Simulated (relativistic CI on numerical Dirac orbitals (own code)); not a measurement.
V2+ in a cubic cluster: L2,3 absorption with charge transfer

Computed with a charge-transfer multiplet model of a cubic metal-ligand cluster with up to one ligand hole, Slater and spin-orbit integrals from Dirac-Coulomb-Breit ions, Slater integrals scaled by 0.8. The ground state mixes d3 with configurations of k ligand holes L, whose averages lie at kΔ + k(k − 1)U_dd/2; a core hole lowers each added d electron by U_cd. 20 K, Lorentzian 0.4 eV and Gaussian 0.3 eV FWHM.

Atomic integrals in eV (Slater integrals scaled, ζ unscaled), ground: F2dd 7.134, F4dd 4.434, zeta_d 0.019; with the core hole: F2dd 7.850, F4dd 4.885, zeta_d 0.030, zeta_core 4.613, F2cd 4.315, G1cd 3.109, G3cd 1.763.

Cluster parameters (eV): Δ = 5.8, U_dd = 4.7, U_cd = 5.7, 10Dq = 1.5, 10Dq(ligand) = 0.6, final-state hopping factor = 0.8.

| Case | n_d | d3 | d4L | S |
| --- | --- | --- | --- | --- |
| V(eg) = 1.85 eV, V(t2g) = -0.98 eV | 3.20 | 0.80 | 0.20 | 1.50 |
| V(eg) = 2.15 eV, V(t2g) = -1.14 eV | 3.23 | 0.77 | 0.23 | 1.50 |
| V(eg) = 2.75 eV, V(t2g) = -1.46 eV | 3.27 | 0.73 | 0.27 | 1.50 |

Weights, n_d and S are thermal averages at 20 K. Photon energies count from the first peak over 30 % of the highest in each spectrum, which can be another peak from case to case. The parameters are a model scan and need not match a compound or its usual spin state. Peaks in eV (height, largest 100):
- V(eg) = 1.85 eV, V(t2g) = -0.98 eV: 0.0 (66), 1.1 (100), 1.9 (80), 3.6 (17), 4.7 (12), 7.2 (77), 8.2 (44), 9.1 (50)
- V(eg) = 2.15 eV, V(t2g) = -1.14 eV: 0.0 (65), 1.0 (100), 3.6 (16), 4.7 (12), 7.1 (81), 8.2 (43), 9.0 (48)
- V(eg) = 2.75 eV, V(t2g) = -1.46 eV: 0.0 (64), 1.1 (100), 3.7 (15), 4.9 (11), 7.2 (84), 8.4 (40), 9.1 (48)

For the case V(eg) = 2.15 eV, V(t2g) = -1.14 eV, Δ = 5.8 eV is larger than U_dd = 4.7 eV, the Mott-Hubbard side of the Zaanen-Sawatzky-Allen scheme. With the core hole the configuration with one ligand hole lies at Δ + U_dd − U_cd = 4.8 eV above the one without, against Δ in the ground state. The added d electron screens the hole, so the order of the configurations is kept and charge-transfer satellites are weaker than in photoemission.

With at most 1 ligand hole the space is cut while the next configuration still counts, so covalency is underestimated, and a final configuration with one more ligand hole, which can lie low, is missing from the spectra.
